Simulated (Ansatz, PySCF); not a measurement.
C₂H₆F₂OSi, SMILES OC[Si@H](F)CF. Atoms are numbered in the order given.

```xyz
12

O     -2.5326     0.2993     0.5496
C     -1.3523    -0.4992     0.4564
Si     0.1049     0.4476    -0.2793
F     -0.1174     0.7077    -1.8781
C      1.7109    -0.5417    -0.0749
F      1.8449    -0.7669     1.3045
H     -2.3539     1.0186     1.1741
H     -1.0586    -0.9421     1.4310
H     -1.6026    -1.3504    -0.1995
H      0.2258     1.7720     0.3827
H      1.6779    -1.5188    -0.5891
H      2.6063    -0.0054    -0.4346
```

Geometry optimised at TPSSh-D3(BJ)/def2-SVP. The structure was generated by enumeration; whether it is a known compound was not checked. Other conformers were not sampled.

Two levels are set side by side: PBE-D3(BJ)/def2-SVP (Ansatz, an electronic-structure program) and TPSSh-D3(BJ)/def2-SVP (PySCF). Each level has its own optimised geometry; the coordinates shown are those of the second. Frequencies come from the Hessian of PySCF at each geometry. Differences are taken from unrounded values.

```json
[
 {"quantity": "mean bond length (Å)", "TPSSh-D3(BJ)": "1.375", "PBE-D3(BJ)": "1.383", "PBE-D3(BJ) minus TPSSh-D3(BJ)": "0.007"},
 {"quantity": "bond O1–C2 (Å)", "TPSSh-D3(BJ)": "1.428", "PBE-D3(BJ)": "1.426", "PBE-D3(BJ) minus TPSSh-D3(BJ)": "-0.002"},
 {"quantity": "bond C2–Si3 (Å)", "TPSSh-D3(BJ)": "1.887", "PBE-D3(BJ)": "1.893", "PBE-D3(BJ) minus TPSSh-D3(BJ)": "0.006"},
 {"quantity": "bond Si3–F4 (Å)", "TPSSh-D3(BJ)": "1.635", "PBE-D3(BJ)": "1.646", "PBE-D3(BJ) minus TPSSh-D3(BJ)": "0.011"},
 {"quantity": "bond Si3–C5 (Å)", "TPSSh-D3(BJ)": "1.897", "PBE-D3(BJ)": "1.904", "PBE-D3(BJ) minus TPSSh-D3(BJ)": "0.007"},
 {"quantity": "bond C5–F6 (Å)", "TPSSh-D3(BJ)": "1.404", "PBE-D3(BJ)": "1.403", "PBE-D3(BJ) minus TPSSh-D3(BJ)": "-0.001"},
 {"quantity": "bond O1–H7 (Å)", "TPSSh-D3(BJ)": "0.969", "PBE-D3(BJ)": "0.975", "PBE-D3(BJ) minus TPSSh-D3(BJ)": "0.006"},
 {"quantity": "bond C2–H8 (Å)", "TPSSh-D3(BJ)": "1.110", "PBE-D3(BJ)": "1.120", "PBE-D3(BJ) minus TPSSh-D3(BJ)": "0.010"},
 {"quantity": "bond C2–H9 (Å)", "TPSSh-D3(BJ)": "1.103", "PBE-D3(BJ)": "1.112", "PBE-D3(BJ) minus TPSSh-D3(BJ)": "0.009"},
 {"quantity": "bond Si3–H10 (Å)", "TPSSh-D3(BJ)": "1.486", "PBE-D3(BJ)": "1.504", "PBE-D3(BJ) minus TPSSh-D3(BJ)": "0.018"},
 {"quantity": "bond C5–H11 (Å)", "TPSSh-D3(BJ)": "1.105", "PBE-D3(BJ)": "1.114", "PBE-D3(BJ) minus TPSSh-D3(BJ)": "0.009"},
 {"quantity": "bond C5–H12 (Å)", "TPSSh-D3(BJ)": "1.104", "PBE-D3(BJ)": "1.113", "PBE-D3(BJ) minus TPSSh-D3(BJ)": "0.009"},
 {"quantity": "highest harmonic wavenumber (cm⁻¹)", "TPSSh-D3(BJ)": "3776", "PBE-D3(BJ)": "3699", "PBE-D3(BJ) minus TPSSh-D3(BJ)": "-76"},
 {"quantity": "mean harmonic wavenumber (cm⁻¹)", "TPSSh-D3(BJ)": "1221", "PBE-D3(BJ)": "1185", "PBE-D3(BJ) minus TPSSh-D3(BJ)": "-36"},
 {"quantity": "zero-point energy (kcal/mol)", "TPSSh-D3(BJ)": "52.37", "PBE-D3(BJ)": "50.84", "PBE-D3(BJ) minus TPSSh-D3(BJ)": "-1.52"}
]
```

GGA bonds tend to be longer and softer than those of functionals with exact exchange. Differences between two approximate levels are no errors against the true value.
